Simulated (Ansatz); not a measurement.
```yaml
crystal:
  periodic: [true, true, true]
  atoms:
    - {symbol: O, position_ang: [0.840192, 1.465950, 0.875532]}
    - {symbol: B, position_ang: [0.348147, 0.275360, 0.413967]}
    - {symbol: O, position_ang: [0.700917, -0.849418, 1.098741]}
    - {symbol: B, position_ang: [-0.668250, 0.123251, -0.952865]}
    - {symbol: S, position_ang: [-1.254014, -1.450919, -1.484000]}
    - {symbol: H, position_ang: [0.555043, 2.215845, 0.350475]}
    - {symbol: H, position_ang: [1.273252, -0.658732, 1.849486]}
    - {symbol: H, position_ang: [-1.046859, 1.036321, -1.630295]}
    - {symbol: H, position_ang: [-0.659927, -2.204058, -0.538242]}
basis:
  gaussian: {orbitals: "6-31G*"}
total_charge: 1
magnetization: {spin_polarized: true, initial_magnetization: 1}
hamiltonian: {xc: {name: r2SCAN50}, dispersion: d3bj}
output: {forces: true}
```

```sh
$ ansatz run in.yaml --threads 2 --pin off --events-out ev --progress --plain --max-ram 4352MiB
```

(1) How does Ansatz answer? (An estimate is asked.)

Answers

(1) The calculation gave: The program refused the input.
```
Error: YAML parse error: error: line 2 column 3: crystal: missing field `lattice` (a structure is typed as `lattice` and `atoms`, a molecule's as `atoms` in Å alone, or read from a run's directory, `checkpoint`)
 --> <input>:2:3
1 | crystal:
2 |   periodic: [true, true, true]
3 |   atoms:
4 |     - {symbol: O, position_ang: [0.840192, 1.465950, 0.875532]}
```
